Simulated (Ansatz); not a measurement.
Consider the β-hydride elimination: `C[NH][In]([CH3])[Cl]` → `[CH3][InH][Cl]` + `C=N`.

Isolated molecules relaxed with PBE0-D4/def2-TZVP in Ansatz; ΔE leaves out vibrations. CBS: MP2 limit from def2 TZ/QZ plus the TZ coupled-cluster correction, frozen cores. This one scheme is used for every species. Functionals use def2-TZVPP. Elements past krypton have def2 core potentials. For In outer-core shells are correlated without core-valence functions, which leaves a few kJ/mol of doubt a bond. Each species was taken in one conformer, which may not be the lowest.

`C[NH][In]([CH3])[Cl]`:

Cartesian coordinates in Å:
```
C -0.047 -0.304 2.106
N -0.272 -1.074 0.907
In -0.148 -0.488 -0.995
C 0.341 1.377 -1.890
Cl -0.668 -2.327 -2.363
H 0.767 -0.711 2.720
H 0.231 0.723 1.854
H -0.941 -0.243 2.741
H -0.530 -2.032 1.081
H 1.183 1.235 -2.567
H 0.601 2.115 -1.131
H -0.516 1.730 -2.464
```

`[CH3][InH][Cl]`:

Z-matrix (Å, degrees):
```
C
In 1 2.131
H 1 1.091 2 108.7
H 1 1.089 2 111.9 3 -121.5
H 1 1.091 2 108.6 3 117.5
Cl 2 2.357 1 111.0 3 -51.7
H 2 1.708 1 137.6 3 128.5
```

`C=N`:

Cartesian coordinates in Å:
```
C -0.055 -0.148 0.357
N 0.511 0.630 -0.458
H -0.841 -0.866 0.095
H 0.244 -0.120 1.406
H 0.142 0.504 -1.401
```

Q: Is it downhill or uphill in electronic energy at CCSD(T)/CBS, and by how much? (An estimate is asked.)

A: Computed: Uphill: ΔE = +141.3 kJ/mol.

Q: What do these levels give: PBE-D4, r2SCAN-D4, PBE0-D4, ωB97M-V, PBE, SCS-MP2/def2-TZVPP, CCSD/def2-TZVPP, MP2/def2-QZVPP, SCS-MP2/def2-QZVPP, HF/CBS(def2), MP2/CBS(def2), CCSD/CBS(def2)? (Best estimate.)

A: Ansatz gave: PBE-D4 135.8, r2SCAN-D4 138.9, PBE0-D4 144.1, ωB97M-V 132.3, PBE 127.8, SCS-MP2/def2-TZVPP 134.4, CCSD/def2-TZVPP 129.7, MP2/def2-QZVPP 154.4, SCS-MP2/def2-QZVPP 139.5, HF/CBS(def2) 102.9, MP2/CBS(def2) 158.3, CCSD/CBS(def2) 139.2 kJ/mol.

Largest T1 diagnostic among the species: 0.013.

From PBE to PBE0 (25 % exact exchange), in def2-TZVPP and without D4, ΔE moves by +9.3 kJ/mol. The D4 term adds +12.5 kJ/mol with B3LYP and +7.0 kJ/mol with PBE0; it sums over pairs of atoms, weighted by their polarisabilities, and B3LYP, whose exchange is more repulsive, gets the larger term. In def2-TZVPP, CCSD(T) changes the Hartree–Fock value by +29.2 kJ/mol (the triples alone add +2.1 kJ/mol) and MP2 by +46.3 kJ/mol.

B3LYP here is the variant with VWN-RPA as its local correlation; programs differ in this.
